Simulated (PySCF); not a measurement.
Run record: geometry optimisation, `F[Te](F)(F)(F)(F)F`.

Method: PBE0-D3(BJ)/def2-SVP geometry optimisation, gas phase, def2 core potentials past Kr (PySCF 2.14.0). Start geometry: GFN2-xTB. The input is one job of a driver script: a line of settings, then coordinates in Å.

Input:
```
{"job": {"xc": "PBE0", "basis": "def2-SVP", "d3": "d3bj", "grid": 1, "maxiter": 30, "shake": 0.01, "kind": "geom"}, "charge": 0, "multiplicity": 1}
F     -0.688880    -1.743060     0.290010
Te    -0.005590    -0.003960    -0.005750
F      1.720430    -0.710700     0.065340
F      0.746370     1.718030    -0.303010
F     -1.743290     0.703250    -0.086990
F      0.036530     0.305670     1.850560
F     -0.031620    -0.298330    -1.860080
```

Problem. Give the output.

Solution. 
```
step   0  E = -865.99760655  max force = 0.012801
step   1  E = -865.99339089  max force = 0.018374
step   2  E = -865.99625345  max force = 0.009366
step   3  E = -865.99750180  max force = 0.007100
step   4  E = -865.99793497  max force = 0.003578
step   5  E = -865.99760488  max force = 0.008058
step   6  E = -865.99821275  max force = 0.001421
step   7  E = -865.99819198  max force = 0.000870
step   8  E = -865.99821444  max force = 0.000411
step   9  E = -865.99821891  max force = 0.000190
optimisation converged
```

Energies in Eh; «max force» is the largest Cartesian gradient component in Eh/bohr.

Problem. Give the first gradient maximum in eV/Å.

Solution. With 1 Eh/bohr = 51.422 eV/Å, 0.658 eV/Å.

Problem. How much energy does the optimisation release, in kcal/mol?

Solution. E(step 0) − E(last step) = 0.000612 Eh, which is 0.4 kcal/mol.

In short: final energy -865.99822 Eh after 9 steps; dipole 0.00 D.

Problem. Estimate the wall time. Hardware: AMD EPYC 7R43, one thread (shared host). And the peak memory of the process?

Solution. About 68 s, with 0.48 GiB resident at the peak, the Python interpreter and its libraries included.
Labels such as C1 count atoms from 1, the log's own numbers from 0.
